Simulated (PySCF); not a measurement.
**CoS₂, quartet: data card**

All numbers come from PySCF, UPBE0, basis Co def2-SVP, S def2-SVP (no relativity, density fitting).

The structure is a minimum.

```xyz
3
charge 0 multiplicity 4, angstrom
Co    0.0000    0.0000   -0.9541
S     1.0974    0.0000    0.8793
S    -1.0974    0.0000    0.8793
```

```json
{
  "Point group": "C2v",
  "Bond lengths": "Co–S 2.137 Å (×2), S–S 2.195 Å",
  "Bond angles": "Co–S–S 59.1° (×2), S–Co–S 61.8°",
  "Enthalpy at 298.15 K above 0 K": "12.59 kJ/mol",
  "Entropy at 298.15 K and 1 bar (electronic part: spin only)": "295.8 J/(mol K)",
  "Heat capacity Cp at 298.15 K": "52.2 J/(mol K)",
  "Rotational symmetry number": "2",
  "Principal polarisabilities": "29.2, 56.2, 56.5 bohr³",
  "Principal quadrupole moments (Buckingham, traceless) about the centre of mass": "-4.52, -2.87, 7.39 D Å",
  "Atomisation energy without zero-point energy": "614 kJ/mol",
  "Dipole moment": "6.11 D",
  "Zero-point energy": "6.8 kJ/mol",
  "Rotational constants": "0.2189, 0.1635, 0.09361 cm⁻¹",
  "Spin squared ⟨S²⟩": "3.773",
  "Lowest empty level (α)": "-2.91 eV",
  "Highest occupied level (β)": "-5.49 eV"
}
```

Harmonic modes (masses in u: Co 58.933, S 31.972):
```
symmetry  ω (cm⁻¹)  IR (km/mol)  μ (u)
      b2       314         10.1  35.60
      a1       326         17.2  37.40
      a1       494         19.7  35.25
```

In C2v the vibrations span b2 + 2a1. Here b1 is antisymmetric to the molecular plane and b2 lies in it.

Charges (e):
```
atom  Mulliken  Löwdin  polar tensor  spin (Mulliken)  Mayer order to Co1
 Co1      0.47    0.28          0.85             2.48                   –
S2,3     -0.23   -0.14         -0.42             0.26                1.19
```
Other Mayer orders above 0.3: S–S 0.94.

Mulliken populations on Co1: s 6.58, p 12.42, d 7.53, f 0.00.

This need not be the most stable arrangement of these atoms. Open d and f shells are described by one determinant, and the ground state may have another occupation or spin.

The final relaxation and frequency run took 41 s on 2 threads of a shared Arm Neoverse N1 host, with 67 basis functions and 7 gradients; the process peaked at 0.68 GiB.
